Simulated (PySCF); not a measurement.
In(H)2(nPr) (C₃H₉In), SMILES CC[CH2][InH2]. Atoms are numbered in the order given.

```xyz
13

In     0.0272    -1.0866     0.0000
H     -1.1461    -2.3918     0.0000
H      1.7406    -1.4722     0.0000
C     -0.6295     1.0087     0.0000
C      0.4869     2.0588     0.0000
C     -0.0381     3.4987     0.0000
H     -1.2947     1.1306    -0.8842
H     -1.2947     1.1306     0.8842
H      1.1473     1.9100    -0.8828
H      1.1473     1.9100     0.8828
H     -0.6672     3.6956     0.8936
H      0.7877     4.2401     0.0000
H     -0.6672     3.6956    -0.8936
```
Charge 0, spin multiplicity 1.

Geometry optimised at PBE-D3(BJ)/def2-SVP. The structure was generated by enumeration; whether it is a known compound was not checked. The def2 effective core potentials stand for the cores of In; spin–orbit coupling is left out. Other conformers were not sampled.

These are r2SCAN/def2-TZVP (PySCF) values and carry that method's errors.

ESP charges are fitted to the potential on shells at 1.4 to 2.0 van der Waals radii. Atomic charges (e):

| atom | Löwdin | Mulliken | ESP fit |
|---|---|---|---|
| In1 | 0.38 | 0.52 | 0.68 |
| H2 | ___ | -0.12 | -0.26 |
| H3 | ___ | -0.13 | -0.27 |
| C4 | -0.45 | -0.55 | -0.33 |
| C5 | ___ | -0.11 | 0.50 |
| C6 | -0.32 | -0.31 | -0.46 |
| H7 | ___ | 0.11 | 0.03 |
| H8 | ___ | 0.11 | 0.03 |
| H9 | ___ | 0.08 | -0.10 |
| H10 | ___ | 0.08 | -0.10 |
| H11 | 0.12 | 0.10 | 0.10 |
| H12 | 0.12 | 0.10 | 0.09 |
| H13 | 0.12 | 0.10 | 0.10 |

What belongs in the gaps? (The exact figures need the calculation; the answer reports its results.)


- H2, Löwdin: -0.09
- H3, Löwdin: -0.09
- C5, Löwdin: -0.33
- H7, Löwdin: 0.14
- H8, Löwdin: 0.14
- H9, Löwdin: 0.14
- H10, Löwdin: 0.14
